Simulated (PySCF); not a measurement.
# Polarisability and C₆ of Cd⁺ (cadmium, charge +1)

[Kr] 4d9 5s2, 2D determinant (an excited configuration). All numbers are calculated (PySCF 2.14, the spin-free X2C one-electron Hamiltonian (Gaussian nucleus), in x2c-TZVPPall with one added diffuse shell each of s, p, d, f type (9s7p7d3f1g, 95 functions)). Coupled (time-dependent) response in atomic units; α is the mean over directions.

```json
{"method": "TPSSh", "mean α (bohr³)": "27.77", "α xx, yy, zz": "28.17, 28.17, 26.97", "C₆ (like pair)": "202.4", "S(−4)": "326.8"}
{"method": "BP86", "mean α (bohr³)": "25.18", "α xx, yy, zz": "25.45, 25.45, 24.62", "C₆ (like pair)": "178.9", "S(−4)": "263.7"}
```

S(−4) is the Cauchy moment in α(ω) = α(0) + S(−4) ω² + …

Spin-orbit coupling is absent.

α(iu) at TPSSh:

```json
{"u (hartree)": "0", "α(iu) (bohr³)": "27.77"}
{"u (hartree)": "0.0500", "α(iu) (bohr³)": "26.98"}
{"u (hartree)": "0.100", "α(iu) (bohr³)": "24.91"}
{"u (hartree)": "0.200", "α(iu) (bohr³)": "19.38"}
{"u (hartree)": "0.300", "α(iu) (bohr³)": "14.67"}
{"u (hartree)": "0.500", "α(iu) (bohr³)": "9.171"}
{"u (hartree)": "0.750", "α(iu) (bohr³)": "6.061"}
{"u (hartree)": "1.00", "α(iu) (bohr³)": "4.485"}
{"u (hartree)": "1.50", "α(iu) (bohr³)": "2.882"}
{"u (hartree)": "2.00", "α(iu) (bohr³)": "2.056"}
{"u (hartree)": "3.00", "α(iu) (bohr³)": "1.212"}
{"u (hartree)": "5.00", "α(iu) (bohr³)": "0.5612"}
```

For an ion, C₆ is the dispersion term alone; charge-induced terms of lower order in 1/R come first.

The components differ because the open shell of this determinant is not spherical; for a pure term their mean is the scalar polarisability.
